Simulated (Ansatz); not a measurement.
```yaml
crystal:
  periodic: [false, false, false]
  atoms:
    - {symbol: C, position_ang: [1.326324, 2.588841, -0.716457]}
    - {symbol: C, position_ang: [0.277933, 2.404335, 0.370284]}
    - {symbol: N, position_ang: [-0.512382, 1.185376, 0.241044]}
    - {symbol: C, position_ang: [-1.421900, 1.207726, -0.886879]}
    - {symbol: C, position_ang: [-2.336871, 0.000283, -0.930389]}
    - {symbol: Hf, position_ang: [-0.228211, -0.320854, 1.552712]}
    - {symbol: Cl, position_ang: [1.294896, 0.302209, 3.265557]}
    - {symbol: Cl, position_ang: [-2.212485, -1.229200, 2.503295]}
    - {symbol: N, position_ang: [0.649408, -1.773836, 0.483899]}
    - {symbol: C, position_ang: [1.048523, -1.863767, -0.895996]}
    - {symbol: C, position_ang: [0.955370, -2.970536, 1.239133]}
    - {symbol: H, position_ang: [1.900058, 3.500921, -0.535695]}
    - {symbol: H, position_ang: [2.022484, 1.746298, -0.726631]}
    - {symbol: H, position_ang: [0.877650, 2.673279, -1.708127]}
    - {symbol: H, position_ang: [-0.399185, 3.270985, 0.383638]}
    - {symbol: H, position_ang: [0.780454, 2.400179, 1.343662]}
    - {symbol: H, position_ang: [-0.856906, 1.260752, -1.827884]}
    - {symbol: H, position_ang: [-2.030471, 2.123619, -0.843931]}
    - {symbol: H, position_ang: [-2.967381, 0.035415, -1.820650]}
    - {symbol: H, position_ang: [-1.769534, -0.935982, -0.975345]}
    - {symbol: H, position_ang: [-2.991114, -0.039458, -0.057009]}
    - {symbol: H, position_ang: [2.129858, -2.036943, -0.987976]}
    - {symbol: H, position_ang: [0.811702, -0.939240, -1.425155]}
    - {symbol: H, position_ang: [0.540242, -2.692944, -1.409003]}
    - {symbol: H, position_ang: [2.033521, -3.178748, 1.244406]}
    - {symbol: H, position_ang: [0.642594, -2.870230, 2.286437]}
    - {symbol: H, position_ang: [0.435402, -3.848500, 0.833059]}
basis:
  gaussian: {orbitals: def2-mTZVPP, final_grid: {core_spheres: 8, valence_spheres: 7, degree: 23}}
total_charge: 1
magnetization: {spin_polarized: true, initial_magnetization: 2}
hamiltonian: {xc: {name: SPW92}}
output: {forces: true}
```

```sh
$ ansatz run in.yaml --threads 11 --pin off --events-out ev --progress --plain --max-ram 120832MiB --backend cuda --devices 0, --max-vram 75GiB
```

Task: How does Ansatz answer? (An estimate is asked.)

Result: Computed: The program refused the input.
```
Error: a molecule whose nuclei and cores have a total charge of 112 cannot have a net charge of 1 together with 2 unpaired electrons
```
